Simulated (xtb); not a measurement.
C$_{2}$H$_{6}$B (SMILES C[B]C), doublet, from a rough starting geometry; GFN2-xTB in xtb.

Here is a job for xtb.
```
$ xtb mol.xyz --gfn 2 --uhf 1 --opt vtight --json

# file mol.xyz
9

C      1.43008556    -0.06951443    -0.04954779
B      0.11190021     0.29250808    -0.69113237
C     -1.39898588     0.07629729    -0.05360037
H      1.91744111    -0.84382532    -0.61871236
H      2.07700567     0.76317917     0.08417400
H      1.26654231    -0.48850891     1.00342089
H     -1.41671689    -0.61444585     0.81503259
H     -2.12258467    -0.27425065    -0.82079276
H     -1.77944249     1.04683889     0.28554739
```

What the program printed (banner, timings and long lists left out):

```
   ID    Z sym.   atoms
    1    6 C      1, 3
    2    5 B      2
    3    1 H      4-9

           -------------------------------------------------
          |                Calculation Setup                |
           -------------------------------------------------

           -------------------------------------------------
          |                 G F N 2 - x T B                 |
           -------------------------------------------------

          ...................................................
          :                      SETUP                      :
          :.................................................:
          :  # basis functions                  18          :
          :  # atomic orbitals                  18          :
          :  # shells                           12          :
          :  # electrons                        17          :
          :  max. iterations                   250          :
          :  Hamiltonian                  GFN2-xTB          :
          :  restarted?                      false          :
          :  GBSA solvation                  false          :
          :  PC potential                    false          :
          :  electronic temp.          300.0000000     K    :
          :  accuracy                    1.0000000          :
          :  -> integral cutoff          0.2500000E+02      :
          :  -> integral neglect         0.1000000E-07      :
          :  -> SCF convergence          0.1000000E-05 Eh   :
          :  -> wf. convergence          0.1000000E-03 e    :
          :  Broyden damping             0.4000000          :
          :  net charge                          0          :
          :  unpaired electrons                  1          :
          ...................................................

 iter      E             dE          RMSdq      gap      omega  full diag
   1     -8.4850624 -0.848506E+01  0.626E+00    0.94       0.0  T
   2     -8.5639188 -0.788563E-01  0.460E+00    0.90       1.0  T
   3     -8.5644418 -0.522992E-03  0.186E+00    1.08       1.0  T
   4     -8.5685613 -0.411957E-02  0.591E-01    1.25       1.0  T
   5     -8.5718839 -0.332253E-02  0.171E-01    1.24       1.0  T
   6     -8.5718972 -0.133327E-04  0.103E-01    1.24       1.0  T
   7     -8.5719918 -0.945626E-04  0.101E-02    1.24       3.3  T
   8     -8.5719923 -0.586072E-06  0.441E-03    1.24       7.6  T
   9     -8.5719924 -0.104551E-06  0.698E-04    1.24      47.8  T
  10     -8.5719924 -0.289497E-08  0.263E-04    1.24     126.7  T

   *** convergence criteria satisfied after 10 iterations ***

         :::::::::::::::::::::::::::::::::::::::::::::::::::::
         ::                     SUMMARY                     ::
         :::::::::::::::::::::::::::::::::::::::::::::::::::::
         :: total energy              -8.450103524087 Eh    ::
         :: gradient norm              0.078592337524 Eh/a0 ::
         :: HOMO-LUMO gap              1.239931823595 eV    ::
         ::.................................................::
         :: SCC energy                -8.571991757790 Eh    ::
         :: -> isotropic ES            0.015289251897 Eh    ::
         :: -> anisotropic ES          0.003115732084 Eh    ::
         :: -> anisotropic XC          0.004104032983 Eh    ::
         :: -> dispersion             -0.002990634604 Eh    ::
         :: repulsion energy           0.121888233703 Eh    ::
         :: add. restraining           0.000000000000 Eh    ::
         :: total charge               0.000000000000 e     ::
         :::::::::::::::::::::::::::::::::::::::::::::::::::::

      -----------------------------------------------------------
     |                   =====================                   |
     |                        A N C O P T                        |
     |                   =====================                   |
     |               Approximate Normal Coordinate               |
     |                Rational Function Optimizer                |
      -----------------------------------------------------------
      -----------------------------------------------------------
     |                   =====================                   |
     |                        A N C O P T                        |
     |                   =====================                   |
     |               Approximate Normal Coordinate               |
     |                Rational Function Optimizer                |
      -----------------------------------------------------------

          ...................................................
          :                      SETUP                      :
          :.................................................:
          :   optimization level         verytight          :
          :   max. optcycles                   200          :
          :   ANC micro-cycles                  20          :
          :   degrees of freedom                21          :
          :.................................................:
          :   RF solver                   davidson          :
          :   write xtbopt.log                true          :
          :   linear?                        false          :
          :   energy convergence         0.1000000E-06 Eh   :
          :   grad. convergence          0.2000000E-03 Eh/α :
          :   maxmium RF displ.          1.0000000          :
          :   Hlow (freq-cutoff)         0.1000000E-01      :
          :   Hmax (freq-cutoff)         5.0000000          :
          :   S6 in model hess.         20.0000000          :
          ...................................................

generating ANC from exact Hessian ...
Using Lindh-Hessian (1995)
 Shifting diagonal of input Hessian by    7.0415366941150755E-003
 Lowest  eigenvalues of input Hessian
    0.000000    0.000000    0.000000    0.000000    0.000000    0.000000
    0.010000    0.014986    0.015259    0.039513    0.045881    0.054251
[...]
 * total energy  :    -8.4576584 Eh     change       -0.7950664E-05 Eh
 * total energy  :    -8.4576680 Eh     change       -0.9653087E-05 Eh
 * total energy  :    -8.4576800 Eh     change       -0.1195841E-04 Eh
 * total energy  :    -8.4577069 Eh     change       -0.2691696E-04 Eh
 * total energy  :    -8.4577395 Eh     change       -0.3263400E-04 Eh
 * total energy  :    -8.4577568 Eh     change       -0.1730628E-04 Eh
 * total energy  :    -8.4577849 Eh     change       -0.2810025E-04 Eh
 * total energy  :    -8.4578045 Eh     change       -0.1953228E-04 Eh
 * total energy  :    -8.4578100 Eh     change       -0.5510268E-05 Eh
 * total energy  :    -8.4578120 Eh     change       -0.2004456E-05 Eh
 * total energy  :    -8.4578126 Eh     change       -0.6032992E-06 Eh
 * total energy  :    -8.4578128 Eh     change       -0.1892248E-06 Eh
 * total energy  :    -8.4578128 Eh     change       -0.2966024E-07 Eh
   *** GEOMETRY OPTIMIZATION CONVERGED AFTER 34 ITERATIONS ***
[...]
          :  net charge                          0          :
          :  unpaired electrons                  1          :
          ...................................................

 iter      E             dE          RMSdq      gap      omega  full diag
   1     -8.5849956 -0.858500E+01  0.443E-05    1.29       0.0  T
   2     -8.5849956 -0.329159E-11  0.274E-05    1.29    1216.4  T
   3     -8.5849956 -0.554223E-12  0.174E-05    1.29    1912.4  T

   *** convergence criteria satisfied after 3 iterations ***

         :::::::::::::::::::::::::::::::::::::::::::::::::::::
         ::                     SUMMARY                     ::
         :::::::::::::::::::::::::::::::::::::::::::::::::::::
         :: total energy              -8.457812801715 Eh    ::
         :: gradient norm              0.000024598738 Eh/a0 ::
         :: HOMO-LUMO gap              1.290359759840 eV    ::
         ::.................................................::
         :: SCC energy                -8.584995109309 Eh    ::
         :: -> isotropic ES            0.015566482282 Eh    ::
         :: -> anisotropic ES          0.002878150319 Eh    ::
         :: -> anisotropic XC          0.003839101389 Eh    ::
         :: -> dispersion             -0.003009171672 Eh    ::
         :: repulsion energy           0.127182307594 Eh    ::
         :: add. restraining           0.000000000000 Eh    ::
         :: total charge              -0.000000000000 e     ::
         :::::::::::::::::::::::::::::::::::::::::::::::::::::

           -------------------------------------------------
          |                Property Printout                |
           -------------------------------------------------

    * Orbital Energies and Occupations

         #    Occupation            Energy/Eh            Energy/eV
      -------------------------------------------------------------
         1        2.0000           -0.5664946             -15.4151
         2        2.0000           -0.5631518             -15.3241
         3        2.0000           -0.4641026             -12.6289
         4        2.0000           -0.4620259             -12.5724
         5        2.0000           -0.4516445             -12.2899
         6        2.0000           -0.4500504             -12.2465
         7        2.0000           -0.4463129             -12.1448
         8        2.0000           -0.4049671             -11.0197
         9        1.0000           -0.2630599              -7.1582 (HOMO)
        10                         -0.2156401              -5.8679 (LUMO)
        11                          0.1508342               4.1044
        12                          0.1994937               5.4285
        13                          0.2118451               5.7646
        14                          0.2158024               5.8723
        15                          0.2164500               5.8899
        16                          0.2395135               6.5175
        17                          0.3378012               9.1920
        18                          0.3535767               9.6213
      -------------------------------------------------------------
                  HL-Gap            0.0474198 Eh            1.2904 eV
             Fermi-level           -0.2866818 Eh           -7.8010 eV

     #   Z          covCN         q      C6AA      α(0)
     1   6 C        3.674    -0.184    24.364     7.073
     2   5 B        1.802     0.171    38.912    13.142
     3   6 C        3.674    -0.184    24.364     7.073
     4   1 H        0.924     0.042     2.420     2.433
     5   1 H        0.925     0.026     2.648     2.545
     6   1 H        0.924     0.030     2.582     2.513
     7   1 H        0.924     0.030     2.583     2.513
     8   1 H        0.925     0.026     2.648     2.545
     9   1 H        0.924     0.042     2.420     2.433

 Mol. C6AA /au·bohr⁶  :        650.892531
 Mol. C8AA /au·bohr⁸  :      15558.741800
 Mol. α(0) /au        :         42.269653

Wiberg/Mayer (AO) data.
largest (>0.10) Wiberg bond orders for each atom

 ---------------------------------------------------------------------------
     #   Z sym  total        # sym  WBO       # sym  WBO       # sym  WBO
 ---------------------------------------------------------------------------
     1   6 C    3.965 --     2 B    1.072     5 H    0.976     6 H    0.958
                             4 H    0.947
     2   5 B    2.340 --     1 C    1.072     3 C    1.072
     3   6 C    3.965 --     2 B    1.072     8 H    0.976     7 H    0.958
                             9 H    0.947
     4   1 H    0.998 --     1 C    0.947
     5   1 H    0.999 --     1 C    0.976
     6   1 H    0.998 --     1 C    0.958
     7   1 H    0.998 --     3 C    0.958
     8   1 H    0.999 --     3 C    0.976
     9   1 H    0.998 --     3 C    0.947
 ---------------------------------------------------------------------------

Topologies differ in total number of bonds
Writing topology from bond orders to xtbtopo.mol

molecular dipole:
                 x           y           z       tot (Debye)
 q only:        0.006       0.069      -0.126
   full:       -0.012      -0.130       0.240       0.696
molecular quadrupole (traceless):
                xx          xy          yy          xz          yz          zz
 q only:       -0.922      -0.213       0.382      -0.193      -0.133       0.539
  q+dip:        0.932      -0.429      -0.246      -0.137       0.285      -0.687
   full:        0.014      -0.445       0.683      -0.171       1.005      -0.697

optimized geometry written to: xtbopt.xyz

           -------------------------------------------------
          | TOTAL ENERGY               -8.457812801715 Eh   |
          | GRADIENT NORM               0.000024598738 Eh/α |
          | HOMO-LUMO GAP               1.290359759840 eV   |
           -------------------------------------------------

normal termination of xtb
```
